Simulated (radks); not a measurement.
Values are calculated unless marked as measured or tabulated.
How relativity changes the ionisation of the molybdenum ion Mo+ ([Kr] 4d5) to Mo2+ ([Kr] 4d4). Spin-unpolarised spherical Kohn-Sham, PBE, point nucleus unless stated (finite: rms radius 4.4091 fm), a radial shooting solver on a logarithmic mesh with Libxc functionals. A level marked "c x" has the speed of light scaled by that factor and shares open shells by 2j + 1; other Dirac levels either fill j = l - 1/2 first or share by 2j + 1.

| level | E(Mo+) (hartree) | E(Mo2+) (hartree) | IE (eV) | HOMO | <r> HOMO (bohr) |
|---|---|---|---|---|---|
| non-rel. | -3976.72569 | -3976.14935 | 15.683 | 4d | 1.869 |
| scalar-rel. | -4048.36617 | -4047.79797 | 15.462 | 4d | 1.892 |
| scalar-rel., finite nucleus | -4048.30912 | -4047.74092 | 15.462 | 4d | 1.892 |
| Dirac, 2j+1 shares | -4048.94892 | -4048.38076 | 15.461 | 4d5/2 | 1.902 |
| Dirac, low j first | -4048.96470 | -4048.40280 | 15.290 | 4d5/2 | 1.906 |
| Dirac, 2j+1 shares, finite nucleus | -4048.89177 | -4048.32360 | 15.461 | 4d5/2 | 1.902 |
| Dirac, c x 0.75 | -4110.18549 | -4109.62336 | 15.296 | 4d5/2 | 1.928 |
| Dirac, c x 5 | -3979.48861 | -3978.91261 | 15.674 | 4d5/2 | 1.870 |
| Dirac, c x 100 | -3976.73258 | -3976.15625 | 15.683 | 4d5/2 | 1.869 |

NIST Atomic Spectra Database: 16.2 eV (semi-empirical). The relativistic part of the total energy of Mo+ is -72.17 hartree (Dirac, 2j+1 shares, finite nucleus), 1.8 % of the non-relativistic value. Spin polarisation and multiplet splitting of open shells are left out at every level.

Beside tabulated values, note that relativity, absent from the non-relativistic runs, is large for the heavy elements, and spin-unpolarised runs miss the spin-polarisation part of the exchange energy of open shells.
